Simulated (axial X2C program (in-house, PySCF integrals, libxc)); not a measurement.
Working with the constants of SiAs⁻

A bond curve at the PBE0 level, with spin–orbit coupling, was computed with an in-house all-electron X2C program for linear molecules (integrals from PySCF) (basis As dyall-acv3z [10s10p7d5f1g], Si dyall-av3z [9s8p3d2f] (cores contracted in-house)) for the state Ω = 0 (closed shell). Its fit gives Re = 2.1014 Å, ωe = 553.3 cm⁻¹, ωexe = 1.4 cm⁻¹ and αe = 7.075e-04 cm⁻¹; the masses are 74.9216 and 27.9769 u. Two-component means X2C with spin–orbit coupling and atomic mean-field Coulomb and Gaunt terms.

(1) Find the reduced mass, Be and the force constant.

(2) Estimate the centrifugal constant by the Kratzer relation.

(3) Estimate De from a Morse curve and compare with the computed well depth of 4.568 eV to As + Si-.

(4) A Morse curve ties αe to the other constants (Pekeris). How well does that hold?

(5) Give B0, the J = 1←0 line in GHz and the most populated J at 300 K (kT = 208.5 cm⁻¹).

The state is one determinant whose occupation by symmetry is held fixed; it was picked as the lowest of a PBE0 search that is not exhaustive. Dissociation energies refer to the lowest single-determinant-based atoms at the same level and basis. The functionals have no current-density term, which raises determinants with orbital currents, atoms included.

## Answers

(1) From the PBE0 values: μ = 20.3703 u. Be = 16.8576/(μ Re²) = 0.1874 cm⁻¹. k = 5.8918×10⁻⁷ μ ωe² = 3.67 mdyn/Å.

(2) D = 4Be³/ωe² = 8.60e-08 cm⁻¹.

(3) De(Morse) = ωe²/(4ωexe) = 6.778 eV against 4.568 eV computed, a ratio of 1.48. The extrapolation overshoots: the well softens faster than a Morse curve, or the lowest atomic limit lies below the one to which the curve heads.

(4) αe(Morse) = 6Be²/ωe × (√(ωexe/Be) − 1) = 6.601e-04 cm⁻¹; the PBE0 curve gives 7.075e-04 cm⁻¹, a ratio of 0.93.

(5) B0 = Be − αe/2 = 0.1871 cm⁻¹; 2B0 = 11.22 GHz; J(max) ≈ √(kT/2B0) − 1/2 = 23.1, so J = 23.
